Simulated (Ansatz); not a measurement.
A run for Ansatz (a quantum-chemistry and plane-wave program): R-PBE/def2-TZVPP on AlH (SMILES [AlH]).

Ansatz 0.2 input:
```yaml
crystal:
  periodic: [false, false, false]
  atoms:
    - {symbol: Al, position_ang: [-0.00952037, -0.01914422, -0.83065217]}
    - {symbol: H, position_ang: [0.00952037, 0.01914422, 0.83065217]}
basis:
  gaussian:
    orbitals: def2-TZVPP
hamiltonian:
  xc: {name: PBE}
scf: {lower_state_search: off}
```

Task: Give the final energy of this run.

Result: -242.8378 hartree.
